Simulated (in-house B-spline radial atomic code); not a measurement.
How numerical settings move a run on the scandium ion Sc⁶⁺, [Ne] 3s2 3p3. Computed with an all-electron radial atomic-structure program (B-spline basis): non-relativistic CAM-B3LYP, spin-polarised, spherical fractional occupations, point nucleus.

Command:
```bash
python run_scf.py task.json out
```
Settings of the sound reference run:
```
Z                21
electrons        15
configuration    [Ne] 3s2 3p3
hamiltonian      nr
method           camb3lyp
spin_polarised   True
knot_spacing     0.22
spline_order     8
gauss_points     12
box_radius       8.96
max_iterations   70
damping          0.5
damped_steps     3
diis_vectors     10
tolerance        1e-08
start            Thomas-Fermi
```

Run time, properties included: 0.41 s on 1 thread of Arm Neoverse N1, on a shared host.

It converges in 9 iterations to -748.864825 hartree, with 3p up at -130.491 eV. The other runs change the listed settings, some to values that make no sense; their results aren't properties of the atom or ion. Radii are in bohr (the nuclear one in fm), a minus after a letter asks for a j subshell, and «unchanged» means within 1e-8 hartree. The run stops when the residual is below 10 × tolerance × max(1, Z/10), or a noise floor if that is larger, and the energy moves by less than 1e-8 × √|E| hartree; so very loose and very tight tolerances often act alike.

| changed settings | outcome |
| --- | --- |
| first_knot = 0.000476 | converged in 9 iterations, energy -4.25e-07 hartree from the reference, 3p up level -1.2e-05 eV |
| first_knot = 4.76e-05 | converged in 7 iterations, energy +3.78e-07 hartree from the reference, 3p up level +1.1e-04 eV |
| first_knot = 0.143 | converged in 9 iterations, energy +1.12e-03 hartree from the reference, 3p up level -3.4e-05 eV |
| electrons = 23, configuration = [Ne] 3s2 3p3 5s2 5p6, max_iterations = 50 | converged in 12 iterations to -752.4636 hartree, a different physical problem (warning: 5s up has a positive eigenvalue: unbound, held by the box) |
| max_iterations = 5 | not converged after 5 iterations, last residual 6.1e-03, last energy +2.73e-04 hartree from the reference |
| gauss_points = 16, max_iterations = 100, tolerance = 1e-10 | converged in 9 iterations, energy unchanged |
| first_knot = 0.0476 | converged in 9 iterations, energy -3.42e-07 hartree from the reference, 3p up level -1.3e-05 eV |
| max_iterations = 8 | not converged after 8 iterations, last residual 4.7e-07, last energy -4.00e-11 hartree from the reference |
| first_knot = 4.76e-06 | converged in 7 iterations, energy -4.32e-07 hartree from the reference, 3p up level +1.0e-04 eV |
| hamiltonian = dirac, method = r2scan, spin_polarised = False, nucleus = fermi, rms_radius = 3.5459, mass_number = 45, atomic_mass = 44.95591, speed_of_light = 137.036 | stopped with error: meta-GGAs are not served with the Dirac Hamiltonian |
| gauss_points = 6, max_iterations = 8, diis_vectors = 1, tolerance = 1e-06 | not converged after 8 iterations, last residual 1.1e-04, last energy +8.16e-08 hartree from the reference |
| max_iterations = 2 | not converged after 2 iterations, last residual 1.7e-01, last energy +2.14e-01 hartree from the reference |

**Question.** What happens with max_iterations = 3?

**Answer.** Not converged after 3 iterations, last residual 6.1e-02, last energy +3.04e-02 hartree from the reference.

**Question.** What happens with knot_spacing = 2, gauss_points = 3, first_knot = 0.00476, max_iterations = 50, damped_steps = 1?

**Answer.** Converged in 7 iterations, energy -2.17e+01 hartree from the reference, 3p up level -1.8e-01 eV (the program warns: 3p up reaches the box edge; 1s up reaches the box edge).

**Question.** What happens with start = bare nucleus?

**Answer.** Converged in 9 iterations, energy unchanged, 3p up level +3.0e-07 eV.

**Question.** What happens with electrons = 18, configuration = [Ne] 3s2 3p3 4s3, max_iterations = 75?

**Answer.** Stopped with error: shell 4s holds at most 1 electrons (per spin).
